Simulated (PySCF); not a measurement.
## Mayer bond orders and bond lengths

(HMg-mu-F)2.
Structure used (PBE0-D3(BJ)/def2-SVP), in Å, numbered top down from 1:
```
atom  x, y, z in Å
Mg1   -0.1708   -1.4452    0.1682
H2    -0.3663   -3.1140    0.3659
F3    -1.0235    0.0387   -0.6995
Mg4    0.1684    1.4453   -0.1710
H5     0.3701    3.1143   -0.3604
F6     1.0222   -0.0390    0.6968
```

Bond orders from the PBE0/pcSseg-1 density (PySCF). One conformer (not necessarily the lowest) at the PBE0-D3(BJ)/def2-SVP geometry, without solvent, vibrations or thermal averaging.

(1) Set the Mayer orders of the bonds beside their lengths.

(2) Sum the orders of all bonds at each heavy atom with more than one neighbour.

Answers

(1) 
```json
{"bond": "Mg1–H2", "length (Å)": "1.692", "Mayer order": "0.874"}
{"bond": "Mg1–F3", "length (Å)": "1.919", "Mayer order": "0.244"}
{"bond": "Mg1–F6", "length (Å)": "1.918", "Mayer order": "0.245"}
{"bond": "F3–Mg4", "length (Å)": "1.918", "Mayer order": "0.244"}
{"bond": "Mg4–H5", "length (Å)": "1.692", "Mayer order": "0.874"}
{"bond": "Mg4–F6", "length (Å)": "1.920", "Mayer order": "0.244"}
```

(2) Mg1 1.363, F3 0.488, Mg4 1.362, F6 0.489. Orders between atoms that aren't bonded are not in these sums.

For a closed shell the Mayer order of atoms A and B is Σ (PS)μν (PS)νμ over the basis functions μ on A and ν on B, with P the density and S the overlap matrix.

The run behind these numbers computed NMR shieldings as well. The run took 2.5 s on one thread, x86-64 server, shared host.
